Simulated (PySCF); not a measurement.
Si(OSiH3)(F)(Me)2 (C₂H₉FOSi₂), SMILES C[Si](C)(F)O[SiH3]. Geometry: ωB97X-D3(BJ)/def2-SVP. Other conformers were not sampled.

Computed equilibrium geometry at ωB97X-D3(BJ)/def2-SVP (PySCF confirms it by a frequency run) as bond lengths and angles (one conformer of several):
Atoms: C1 Si2 C3 F4 O5 Si6 H7 H8 H9 H10 H11 H12 H13 H14 H15. Bond lengths (Å): C1–Si2 1.854, C1–H7 1.101, C1–H8 1.101, C1–H9 1.102, Si2–C3 1.858, Si2–F4 1.636, Si2–O5 1.655, C3–H10 1.102, C3–H11 1.102, C3–H12 1.102, O5–Si6 1.662, Si6–H13 1.489, Si6–H14 1.493, Si6–H15 1.488. Bond angles (°): Si2–C1–H7 111.1, Si2–C1–H8 110.5, Si2–C1–H9 110.5, H7–C1–H8 108.3, H7–C1–H9 108.3, H8–C1–H9 108.1, C1–Si2–C3 114.6, C1–Si2–F4 108.6, C1–Si2–O5 109.0, C3–Si2–F4 107.3, C3–Si2–O5 110.4, F4–Si2–O5 106.6, Si2–C3–H10 110.7, Si2–C3–H11 110.7, Si2–C3–H12 111.1, H10–C3–H11 108.1, H10–C3–H12 108.0, H11–C3–H12 108.2, Si2–O5–Si6 139.0, O5–Si6–H13 110.5, O5–Si6–H14 110.1, O5–Si6–H15 108.4, H13–Si6–H14 109.1, H13–Si6–H15 109.4, H14–Si6–H15 109.2.
